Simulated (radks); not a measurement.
The numbers below are computed, except where a source is named.
All-electron atom: Mo XL in [He] 2s1. Code: a radial shooting solver on a logarithmic mesh with Libxc functionals. Model: scalar-relativistic Kohn-Sham, exchange-only LDA, spin-polarised, spherical densities, point nucleus; open shells are filled with parallel spins first (spin-orbit coupling, left out, can overturn this in heavy ions).

Normalised radial functions P(r) = r R(r), r in bohr:

r	1s up	1s down
0.001936	1.0962	1.0961
0.002327	1.2848	1.2847
0.00282	1.5109	1.5108
0.003417	1.7690	1.7689
0.00414	2.0603	2.0602
0.005016	2.3842	2.3841
0.006029	2.7225	2.7223
0.007306	3.0982	3.0981
0.008852	3.4863	3.4862
0.01073	3.8698	3.8697
0.013	4.2250	4.2250
0.01562	4.5107	4.5109
0.01893	4.7171	4.7174
0.02293	4.7918	4.7923
0.02779	4.6997	4.7004
0.03367	4.4178	4.4186
0.04047	3.9680	3.9689
0.04904	3.3392	3.3398
0.05942	2.6081	2.6081
0.072	1.8614	1.8606
0.08724	1.1912	1.1896
0.1057	0.6680	0.6662
0.1271	0.3303	0.3289
0.154	0.1312	0.1304
0.1865	0.0412	0.0409
0.226	0.0098	0.0097
0.2739	0.0016	0.0016
0.3292	0.0002	0.0002
0.3989	0.0000	0.0000
0.4833	0.0000	0.0000

1s up: eigenvalue -23317 eV, 0 radial nodes, <r> = 0.0350 bohr, 90 % of the charge inside 0.0626 bohr. 1s down: eigenvalue -23303 eV, 0 radial nodes, <r> = 0.0350 bohr, 90 % of the charge inside 0.0626 bohr.
